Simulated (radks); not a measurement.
Removal energies from the aluminium ion Al6+, [He] 2s2 2p3, by Delta-SCF beside the eigenvalue of the level emptied. All-electron calculation, scalar-relativistic Kohn-Sham, LDA (Slater exchange, Perdew-Wang correlation), spin-polarised, spherical densities, finite nucleus; Fermi nuclear charge, rms radius of each element as measured or else 0.836 A^(1/3) + 0.57 fm. Program: a radial shooting solver on a logarithmic mesh with Libxc functionals. Open shells are filled with parallel spins first.

2p: final configuration [He] 2s2 2p2; Delta-SCF (eV) 242.38; -eigenvalue (eV) 221.45
2s: final configuration [He] 2s1 2p3; Delta-SCF (eV) 258.53; -eigenvalue (eV) 242.84
1s: final configuration 1s1 2s2 2p3; Delta-SCF (eV) 1746.6; -eigenvalue (eV) 1680.8
